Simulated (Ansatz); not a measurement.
Start from `CNB(C)Cl` and change one atom or group to get `CBNC`.

Ansatz, PBE0-D4/def2-TZVP geometries, multiplicity 1. Each molecule was computed in one conformer, which needn't be the lowest.

| property | `CNB(C)Cl` |
| --- | --- |
| HOMO–LUMO gap (ωB97M-V/def2-TZVPP) / eV | 11.94 |
| HOMO–LUMO gap (PBE0/def2-TZVPP) / eV | 8.41 |
| HOMO energy (ωB97M-V/def2-TZVPP) / eV | -9.95 |
| HOMO energy (PBE/def2-TZVPP) / eV | -6.33 |
| size of the dipole moment (ωB97M-V/def2-TZVPP) / D | 2.61 |
| zero-point energy (PBE0-D4/def2-TZVP) / kJ/mol | 257.5 |

What does the change do to each property? (An estimate is asked.)

Ansatz gave: 
```tsv
property	`CBNC`	shift
HOMO–LUMO gap (ωB97M-V/def2-TZVPP) / eV	12.24	0.30
HOMO–LUMO gap (PBE0/def2-TZVPP) / eV	8.37	-0.04
HOMO energy (ωB97M-V/def2-TZVPP) / eV	-9.92	0.03
HOMO energy (PBE/def2-TZVPP) / eV	-6.28	0.05
size of the dipole moment (ωB97M-V/def2-TZVPP) / D	1.61	-1.00
zero-point energy (PBE0-D4/def2-TZVP) / kJ/mol	275.8	18.3
```

Dipoles are sizes alone; their direction can turn.
